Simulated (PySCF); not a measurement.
**Os3, singlet: data card**

These are results of PBE0/[Os def2-TZVP with ECP60], scalar-relativistic core potentials, density fitting, no spin–orbit coupling, PySCF, not measurements.

The structure is a minimum.

```xyz
3
charge 0 multiplicity 1, angstrom
Os    0.6574   -1.1387    0.0000
Os   -1.3148    0.0000    0.0000
Os    0.6574    1.1387    0.0000
```

| Quantity | Value |
| --- | --- |
| Point group | D3h |
| Bond lengths | Os–Os 2.277 Å (×3) |
| Bond angles | Os–Os–Os 60.0° (×3) |
| Principal quadrupole moments (Buckingham, traceless) about the centre of mass | -13.70, 6.85, 6.85 D Å |
| Enthalpy at 298.15 K above 0 K | 13.60 kJ/mol |
| Rotational symmetry number | 6 |
| Lowest empty level | -2.71 eV |
| Principal polarisabilities | 115.9, 144.0, 144.0 bohr³ |
| Heat capacity Cp at 298.15 K | 55.0 J/(mol K) |
| Dipole moment | 0.00 D |
| Entropy at 298.15 K and 1 bar | 322.8 J/(mol K) |
| Highest occupied level | -5.04 eV |
| Atomisation energy without zero-point energy | 478 kJ/mol |
| Rotational constants | 0.03387, 0.03387, 0.01693 cm⁻¹ |
| Zero-point energy | 4.8 kJ/mol |

Harmonic modes (masses in u: Os 191.961):
| symmetry | ω (cm⁻¹) | IR (km/mol, summed over degenerate members) | μ (u) |
| --- | --- | --- | --- |
| e' | 237 | 0.0 | 191.96 |
| a1' | 322 | 0.0 | 191.96 |

In D3h the vibrations span e' + a1'. The a1' mode carries no infrared intensity, as symmetry demands.

Charges (e):
```csv
atom,Mulliken,Löwdin,polar tensor,Mayer order to Os1
Os1,0.00,0.00,0.00,–
"Os2,3",0.00,0.00,0.00,1.99
```
Other Mayer orders above 0.3: Os–Os 1.99.

Mulliken populations on Os1 (electrons outside its core potential): s 3.22, p 6.06, d 6.69, f 0.03.

Outer orbital energies (eV). occupied: -8.09, -7.15, -6.78, -6.78, -5.28, -5.28, -5.04, -5.04; empty: -2.71, -2.71, -2.54, -2.54.

This need not be the most stable arrangement of these atoms. At this level a broken-symmetry Ms = 0 minimum of D3h symmetry lies 53 kJ/mol below this structure. At the minimum of this search the closed-shell solution is unstable towards spin polarisation, so a lower open-shell solution exists. No spin–orbit coupling is included, which matters more the heavier the element.

The final relaxation and frequency run took 18 s on 4 threads of a shared AMD EPYC 9B45 (Zen 5) host, with 120 basis functions and 6 gradients; the process peaked at 1.1 GiB. Launch command: `OMP_NUM_THREADS=4 python axn.py task.json out`.
